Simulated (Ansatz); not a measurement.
Relaxation of FH6N3Si (11 atoms, charge 0, multiplicity 1), to a largest force component of 0.02 eV/Å in at most 40 steps.

Computed with Ansatz, RKS PBE0-D4/6-31G.

```xyz
11
Properties=species:S:1:pos:R:3
Si 0.000 0.000 0.000
F 0.000 0.000 1.590
N 1.716 0.000 -0.606
H 2.215 -0.918 -0.787
H 2.217 0.918 -0.778
N -0.857 1.485 -0.606
H -1.877 1.430 -0.889
H -0.337 2.406 -0.677
N -0.857 -1.485 -0.606
H -1.392 -2.101 0.070
H -0.822 -1.734 -1.636
```

Where does it end, and by what steps?

The run converged. The force dipped under the threshold on the way, but the program's further checks kept it going. Limits of this set-up: no polarisation functions. After 18 steps the energy has fallen by 1.003 eV; H4 moved furthest, 1.11 Å.

```csv
step,energy less start (eV),largest force component (eV/Å),accepted
0,0.0000,5.926,yes
1,-0.7634,3.132,yes
2,-0.9300,0.297,yes
3,-0.9524,0.303,yes
4,-0.9588,0.129,yes
5,-0.9740,0.134,yes
6,-0.9860,0.153,yes
7,-0.9892,0.071,yes
8,-0.9929,0.043,yes
9,-0.9761,0.950,no
10,-0.9934,0.071,yes
11,-0.9998,0.032,yes
12,-1.0020,0.012,yes
13,-0.9787,0.775,no
14,-1.0027,0.021,yes
15,-1.0024,0.139,no
16,-1.0031,0.003,yes
17,-1.0032,0.037,yes
18,-1.0032,0.009,yes
```

```xyz
11
Properties=species:S:1:pos:R:3
Si 0.019 -0.064 -0.118
F 0.094 -0.363 1.551
N 1.704 0.111 -0.511
H 2.432 -0.255 0.078
H 2.017 0.499 -1.385
N -0.750 1.377 -0.685
H -1.748 1.434 -0.806
H -0.266 2.259 -0.721
N -0.983 -1.380 -0.654
H -1.109 -2.215 -0.105
H -1.404 -1.403 -1.567
```

Whether the end is a true minimum wasn't checked by a vibrational analysis.

Run time: 65 s on 1 thread of Arm Neoverse V1, with other jobs on the host, peak memory 0.14 GiB.
